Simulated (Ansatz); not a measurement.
The cluster Si2Ge, 3 atoms. Hardware: 4 threads of Arm Neoverse V2 on a shared host.

Correlated methods freeze 19 core orbitals; core or outer-core shells of Ge are correlated, in sets that lack core-valence functions.

**Question.** How many basis functions does each of these Ansatz runs have, and roughly what does it cost? PBE-D4/def2-TZVP, charge 0 quintet, energy, from earlier orbitals; PBE with 10 % exact exchange/def2-TZVP, charge 0 quintet, energy, from earlier orbitals; ωB97M-V/def2-TZVP, charge 0 singlet, energy, from earlier orbitals; HSE06-D4/def2-TZVP, charge 0 singlet, energy, from earlier orbitals; MP2/def2-TZVP, charge 0 singlet, energy, from earlier orbitals; PBE0-D4/def2-SVP, charge 0 singlet, energy, from earlier orbitals; PBE-D4/def2-TZVPD, charge -1 doublet at the geometry of the charge 0 singlet, energy, from earlier orbitals; r2SCAN-D4/def2-TZVPD, charge -1 doublet at the geometry of the charge 0 singlet, energy, from earlier orbitals; HSE06-D4/def2-TZVP, charge 0 triplet, energy, from earlier orbitals; PBE0-D4/def2-TZVP, charge 0 singlet, energy, from earlier orbitals; PBE0-D4/def2-TZVPD, charge -1 doublet at the geometry of the charge 0 singlet, energy; PBE with 5 % exact exchange/def2-TZVP, charge 0 singlet, energy, from earlier orbitals.

**Answer.** Other jobs shared the machine, so times can vary by a factor of up to 3. A dash marks memory too small to be measured apart from the calling script's.

```tsv
run	functions	fitting or Cholesky vectors	wall time	peak host memory (GiB)
PBE0-D4/def2-SVP, charge 0 singlet, energy, from earlier orbitals	68	648	0.5 s	–
PBE with 5 % exact exchange/def2-TZVP, charge 0 singlet, energy, from earlier orbitals	122	862	0.9 s	–
PBE0-D4/def2-TZVP, charge 0 singlet, energy, from earlier orbitals	122	937	1 s	–
HSE06-D4/def2-TZVP, charge 0 singlet, energy, from earlier orbitals	122	937	1.1 s	–
MP2/def2-TZVP, charge 0 singlet, energy, from earlier orbitals	122	768	1.4 s	–
PBE-D4/def2-TZVPD, charge -1 doublet at the geometry of the charge 0 singlet, energy, from earlier orbitals	140	923	1.8 s	–
HSE06-D4/def2-TZVP, charge 0 triplet, energy, from earlier orbitals	122	937	1.9 s	–
PBE-D4/def2-TZVP, charge 0 quintet, energy, from earlier orbitals	122	862	2.9 s	–
ωB97M-V/def2-TZVP, charge 0 singlet, energy, from earlier orbitals	122	890	3.3 s	–
PBE with 10 % exact exchange/def2-TZVP, charge 0 quintet, energy, from earlier orbitals	122	881	3.9 s	–
PBE0-D4/def2-TZVPD, charge -1 doublet at the geometry of the charge 0 singlet, energy	140	1018	4.9 s	–
r2SCAN-D4/def2-TZVPD, charge -1 doublet at the geometry of the charge 0 singlet, energy, from earlier orbitals	140	923	4.9 s	–
```
